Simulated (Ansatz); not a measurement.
Ansatz (a quantum-chemistry and plane-wave program) input:
A basis named .json is the Basis Set Exchange file of that set.

Ansatz 0.2 input:
```yaml
crystal:
  periodic: [false, false, false]
  atoms:
    - {symbol: O, position_ang: [-0.55277600, -1.60874608, -0.55111720]}
    - {symbol: Si, position_ang: [-0.34115276, -0.13499537, 0.13456876]}
    - {symbol: O, position_ang: [-1.62256902, 0.82745894, -0.22466628]}
    - {symbol: O, position_ang: [-0.33253222, -0.18062236, 1.78717483]}
    - {symbol: Si, position_ang: [1.64020718, 0.65081145, -0.80370828]}
    - {symbol: H, position_ang: [-1.40426641, -2.04341655, -0.44067769]}
    - {symbol: H, position_ang: [-1.92868918, 1.41697695, 0.47008297]}
    - {symbol: H, position_ang: [0.38836826, -0.64258670, 2.22301338]}
    - {symbol: H, position_ang: [2.80055085, -0.26427482, -0.64625564]}
    - {symbol: H, position_ang: [2.02029270, 2.00715198, -0.32934037]}
basis:
  gaussian:
    orbitals: aug-cc-pV_D+d_Z.json
magnetization: {spin_polarized: true, initial_magnetization: 1}
correlation: {method: ccsd_t, electrons: outside_noble_gas}
output: {forces: true}
```

What final total energy does it print?

-806.38708 Eh (CCSD(T)/aug-cc-pV(D+d)Z). The basis has 178 functions.

It need not be the lowest isomer of its formula.
